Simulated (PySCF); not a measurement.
The dipole of `C#C[SiH2][Si@H]1C[C@H](S[SiH3])C1` from its density and from atomic charges.

Coordinates (GFN2-xTB, Å) and charges (e) from the PBE0/pcSseg-1 density (PySCF):

```json
{"atom": "C1", "x": "-1.748", "y": "2.787", "z": "-0.620", "Mulliken": "-0.1925", "IAO": "-0.1932", "Hirshfeld": "-0.0814", "ESP-fitted": "-0.3611"}
{"atom": "C2", "x": "-2.247", "y": "1.704", "z": "-0.777", "Mulliken": "-0.1783", "IAO": "-0.3151", "Hirshfeld": "-0.1499", "ESP-fitted": "-0.0968"}
{"atom": "Si3", "x": "-2.947", "y": "0.002", "z": "-0.989", "Mulliken": "+0.4330", "IAO": "+0.4722", "Hirshfeld": "+0.2667", "ESP-fitted": "+0.2213"}
{"atom": "Si4", "x": "-1.332", "y": "-1.535", "z": "-0.363", "Mulliken": "+0.4319", "IAO": "+0.5818", "Hirshfeld": "+0.2836", "ESP-fitted": "+0.3465"}
{"atom": "C5", "x": "0.444", "y": "-1.014", "z": "-0.874", "Mulliken": "-0.4206", "IAO": "-0.5257", "Hirshfeld": "-0.1680", "ESP-fitted": "-0.3838"}
{"atom": "C6", "x": "0.658", "y": "-0.427", "z": "0.523", "Mulliken": "-0.4209", "IAO": "-0.1661", "Hirshfeld": "-0.0261", "ESP-fitted": "+0.2449"}
{"atom": "S7", "x": "2.331", "y": "-0.713", "z": "1.227", "Mulliken": "-0.2305", "IAO": "-0.2000", "Hirshfeld": "-0.1004", "ESP-fitted": "-0.3707"}
{"atom": "Si8", "x": "3.459", "y": "0.720", "z": "0.126", "Mulliken": "+0.4719", "IAO": "+0.5421", "Hirshfeld": "+0.2887", "ESP-fitted": "+0.3190"}
{"atom": "C9", "x": "-0.454", "y": "-1.137", "z": "1.296", "Mulliken": "-0.3995", "IAO": "-0.5193", "Hirshfeld": "-0.1630", "ESP-fitted": "-0.5150"}
{"atom": "H10", "x": "-1.326", "y": "3.743", "z": "-0.488", "Mulliken": "+0.0662", "IAO": "+0.2040", "Hirshfeld": "+0.0989", "ESP-fitted": "+0.3032"}
{"atom": "H11", "x": "-3.335", "y": "-0.103", "z": "-2.403", "Mulliken": "-0.0485", "IAO": "-0.0939", "Hirshfeld": "-0.0676", "ESP-fitted": "-0.0542"}
{"atom": "H12", "x": "-4.167", "y": "-0.044", "z": "-0.172", "Mulliken": "-0.0483", "IAO": "-0.0943", "Hirshfeld": "-0.0677", "ESP-fitted": "-0.0460"}
{"atom": "H13", "x": "-1.609", "y": "-2.967", "z": "-0.558", "Mulliken": "-0.0367", "IAO": "-0.0972", "Hirshfeld": "-0.0709", "ESP-fitted": "-0.0797"}
{"atom": "H14", "x": "1.106", "y": "-1.862", "z": "-1.043", "Mulliken": "+0.1555", "IAO": "+0.1576", "Hirshfeld": "+0.0355", "ESP-fitted": "+0.1315"}
{"atom": "H15", "x": "0.599", "y": "-0.301", "z": "-1.682", "Mulliken": "+0.1521", "IAO": "+0.1446", "Hirshfeld": "+0.0321", "ESP-fitted": "+0.0962"}
{"atom": "H16", "x": "0.499", "y": "0.653", "z": "0.523", "Mulliken": "+0.1858", "IAO": "+0.1475", "Hirshfeld": "+0.0329", "ESP-fitted": "+0.0821"}
{"atom": "H17", "x": "4.787", "y": "0.636", "z": "0.706", "Mulliken": "-0.0704", "IAO": "-0.1010", "Hirshfeld": "-0.0669", "ESP-fitted": "-0.0218"}
{"atom": "H18", "x": "2.831", "y": "2.023", "z": "0.324", "Mulliken": "-0.0805", "IAO": "-0.1249", "Hirshfeld": "-0.0761", "ESP-fitted": "-0.0791"}
{"atom": "H19", "x": "3.447", "y": "0.380", "z": "-1.293", "Mulliken": "-0.0730", "IAO": "-0.1257", "Hirshfeld": "-0.0759", "ESP-fitted": "-0.0679"}
{"atom": "H20", "x": "-0.066", "y": "-2.019", "z": "1.802", "Mulliken": "+0.1546", "IAO": "+0.1569", "Hirshfeld": "+0.0388", "ESP-fitted": "+0.2016"}
{"atom": "H21", "x": "-0.937", "y": "-0.512", "z": "2.044", "Mulliken": "+0.1488", "IAO": "+0.1496", "Hirshfeld": "+0.0366", "ESP-fitted": "+0.1298"}
```

What dipole does each set of charges give (1 e·Å = 4.803 D), and what does the density give?

The full density gives (-0.74, 0.70, -1.02) D, 1.44 D in size; dipole vectors point from the negative to the positive end.

```tsv
scheme	μx	μy	μz	size (D)	share of the full size (%)	angle to the full dipole (°)
Mulliken	-2.77	-1.98	-2.53	4.24	294	58
IAO	-1.50	-0.83	-1.37	2.20	152	53
Hirshfeld	-0.99	-0.27	-0.49	1.14	79	51
ESP-fitted	-0.75	0.71	-1.01	1.44	100	1
```

Which set comes closest?

Length of the difference vector: ESP-fitted 0.02 D, Hirshfeld 1.14 D, IAO 1.75 D, Mulliken 3.69 D. Closest: ESP-fitted. ESP charges are fitted to the potential around the molecule, whose slowest-falling term is the dipole's. 

What is left for the Hirshfeld atoms' own dipoles?

The Hirshfeld atoms' densities add up to the full density, so μ = Σ q r + Σ (atomic dipoles). The atomic dipoles sum to (-0.74, 0.70, -1.02) − (-0.99, -0.27, -0.49) = (0.25, 0.97, -0.53) D, 1.14 D in size.

With the origin at the mean of the coordinates, (0.000, 0.001, -0.128) Å, which are the largest single terms, by size, of the Mulliken dipole along the direction of the full one?

Si3 +4.40, Si8 -3.62, S7 +2.77, C9 +2.56, C1 -2.41 D; all 21 atoms together +2.24 D. The single terms depend on the origin, their sum doesn't.

Give the size of the full dipole in other units.

1.44 D = 0.568 au = 0.300 e·Å = 4.81 × 10⁻³⁰ C·m.

The structure is a single GFN2-xTB conformer in the gas phase; no vibrational or solvent corrections.

These values come from a run that also computed NMR shieldings. Hardware: Arm Neoverse N1, one thread, shared host with 64 logical CPUs at a one-minute load of 53. Cost: 2.0 min wall (grids of density and orbitals included), 1.1 GiB resident at most.

Shape of the structure used: `[CH:1]#[C:2][SiH2:3][Si@H:4]1[CH2:5][C@H:6]([S:7][SiH3:8])[CH2:9]1`: C2–Si3–Si4–C5 -37°, C5–C6–S7–Si8 76°.
